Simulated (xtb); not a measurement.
Harmonic IR lines of one isomer of C3H4O, unscaled. Level of theory: GFN2-xTB (xtb).

```json
[
 {"wavenumber (cm⁻¹)": "455", "relative intensity": "92"},
 {"wavenumber (cm⁻¹)": "574", "relative intensity": "3.9"},
 {"wavenumber (cm⁻¹)": "850", "relative intensity": "12"},
 {"wavenumber (cm⁻¹)": "875", "relative intensity": "14"},
 {"wavenumber (cm⁻¹)": "996", "relative intensity": "100"},
 {"wavenumber (cm⁻¹)": "1144", "relative intensity": "28"},
 {"wavenumber (cm⁻¹)": "1224", "relative intensity": "5.0"},
 {"wavenumber (cm⁻¹)": "1347", "relative intensity": "77"},
 {"wavenumber (cm⁻¹)": "1462", "relative intensity": "64"},
 {"wavenumber (cm⁻¹)": "2093", "relative intensity": "7.0"},
 {"wavenumber (cm⁻¹)": "3051", "relative intensity": "29"},
 {"wavenumber (cm⁻¹)": "3060", "relative intensity": "6.7"},
 {"wavenumber (cm⁻¹)": "3538", "relative intensity": "4.7"}
]
```

Question: Say which structure gives these lines.
A) `C=C=CO`
B) `OC1C=C1`
C) `O=C1CC1`
D) `C#CCO`

Answer: A, `C=C=CO`
